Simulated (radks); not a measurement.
Q: K II, configuration [Ar]. All-electron calculation, Dirac Kohn-Sham, OLYP, spin-unpolarised, spherical densities, point nucleus. Program: a radial shooting solver on a logarithmic mesh with Libxc functionals.

Spin-orbit splittings of the eigenvalues, e(l+1/2) - e(l-1/2), with zeta = 2 splitting/(2l+1) and mean radii in bohr:

| shell | occ. | splitting (eV) | zeta (eV) | <r> j=l-1/2 | <r> j=l+1/2 |
|---|---|---|---|---|---|
| 2p | 6 | ? | ? | 0.3482 | 0.3507 |
| 3p | 6 | 0.2663 | 0.1775 | 1.418 | 1.426 |

Estimate the 2p splitting.

A: 2.896 eV (zeta = 1.930 eV).
